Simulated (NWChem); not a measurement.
Species: C$_{3}$H$_{6}$NO, doublet; SMILES CN(C)[C]=O

All runs: NWChem. Spin-unrestricted. No stability test was run on the SCF state. Each level has its own optimisation. Brackets give each atom's bonded neighbours. One conformer.

| level | r C–N [C(NO)–N(CCC)] (Å) | r C–O (Å) | dipole (D) |
|---|---|---|---|
| UHF/STO-3G | 1.381 | 1.214 | 2.70 |
| UHF/3-21G | 1.331 | 1.199 | 4.32 |
| PBE0/def2-SVP | 1.337 | 1.195 | 3.78 |
